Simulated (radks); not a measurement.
Q: All-electron atom: F in [He] 2s2 2p4 3s1 (not the ground configuration). All-electron calculation, scalar-relativistic Kohn-Sham, r2SCAN, spin-polarised, spherical densities, finite nucleus; open shells are filled with parallel spins first; meta-GGA in the generalised Kohn-Sham scheme; Fermi nuclear charge, rms radius 2.8976 fm. Program: a radial shooting solver on a logarithmic mesh with Libxc functionals. Some entries of the table are withheld. Estimate them.

orbital,occ.,eigenvalue (Ry),<1/r> (bohr^-1),r(max) (bohr)
1s up,1,-50.28065,(1),0.1144
1s down,1,-50.11948,(2),0.1143
2s up,1,-3.25040,1.537,0.7464
2s down,1,-2.87627,1.485,0.7596
2p up,3,-1.76503,1.391,(3)
2p down,1,-1.36901,1.327,(4)
3s up,1,-0.20914,0.2902,3.704

A: 
(1) 1s up <1/r> (bohr^-1): 8.627
(2) 1s down <1/r> (bohr^-1): 8.647
(3) 2p up r(max) (bohr): 0.6769
(4) 2p down r(max) (bohr): 0.7032
